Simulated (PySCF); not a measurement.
Levels of Mn(20+) from EOM-EA-GCCSD

Reference: closed-shell Mn(21+), [He] 2s2; one electron is added. Calculated with PySCF 2.14, two-component X2C-1e with screened spin-orbit coupling, an uncontracted even-tempered set (17 s from 1.3 bohr⁻², ratio 2.6; 12 p from 1.7 bohr⁻², ratio 2.6; 7 d from 1.7 bohr⁻², ratio 2.8; 4 f from 36 bohr⁻², ratio 2.8); frozen nothing; the 34 highest virtual spinors dropped; of the others 50 kept and the rest restored at second order. No Breit or QED terms. Binding energies in eV.

```csv
level,Koopmans,second order,EOM-CCSD
2p1/2,1645.1,1645.7,1644.4
2p3/2,1632.2,1632.9,1632.0
```

For comparison, the ionisation energy of Mn(20+) is 1643.2 ± 0.7 eV (semi-empirical (NIST evaluation); NIST Atomic Spectra Database, ionization energies).

Only part of the computed levels is shown.
